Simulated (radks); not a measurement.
Ga II, 30 electrons, occupied as [Ar] 3d10 4s0.5 4p1.5 (fractional occupations, a model configuration). All-electron calculation, scalar-relativistic Kohn-Sham, SCAN, spin-polarised, spherical densities, finite nucleus; open shells are filled with parallel spins first; meta-GGA in the generalised Kohn-Sham scheme; Fermi nuclear charge, rms radius 3.9973 fm. Program: a radial shooting solver on a logarithmic mesh with Libxc functionals. Some entries of the table are withheld. Estimate them.

orbital  occ.  eigenvalue (eV)  r(max) (bohr)  <r> (bohr)
1s up       1        -10270.90        0.03179     0.04861
1s down     1        -10270.80        0.03179     0.04861
2s down     1        -1285.370         0.1822      0.2175
2s up       1        -1285.331         0.1822      0.2175
2p up       3        -1118.161         0.1465      0.1907
2p down     3        -1118.132         0.1465      0.1907
3s up       1        -163.9302            (1)      0.6509
3s down     1        -163.9194            (2)      0.6508
3p up       3        -112.8143         0.5675      0.6788
3p down     3        -112.7691         0.5677      0.6779
3d up       5         -30.5420            (3)      0.8074
3d down     5         -30.2295            (4)      0.7914
4s up     0.5         -19.1175          1.830       2.176
4p up     1.5         -11.1878          2.262       2.698

Answer. 
(1) 3s up r(max) (bohr): 0.5644
(2) 3s down r(max) (bohr): 0.5646
(3) 3d up r(max) (bohr): 0.5362
(4) 3d down r(max) (bohr): 0.5354
